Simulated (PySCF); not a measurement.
How methods differ on the excitation energy of Au

Au [Xe] 4f14 5d10 6s1 (2S) → Au [Xe] 4f14 5d10 6p1 (2P), as a difference of total energies. All numbers are calculated (PySCF 2.14, scalar relativity through the core potential, in def2-TZVPPD with the def2 core potential (60 electrons)). Correlated levels: valence: 5s2 5p6 frozen. The calculations carry no spin-orbit coupling.

| method | excitation energy (eV) |
| --- | --- |
| UHF | 4.311 |
| MP2 (valence) | 5.163 |
| SCS-MP2 (valence) | 5.092 |
| CCSD (valence) | 4.952 |
| CCSD(T) (valence) | 4.969 |

**Question.** How much does correlation contribute at CCSD(T) (valence)?

**Answer.** 4.969 − (4.311) = 0.658 eV, measured against UHF.

Errors of the correlated levels include the incompleteness of this basis and the frozen core.

For comparison: 4.947 eV (measured; NIST levels, between the centres of gravity of the two terms).
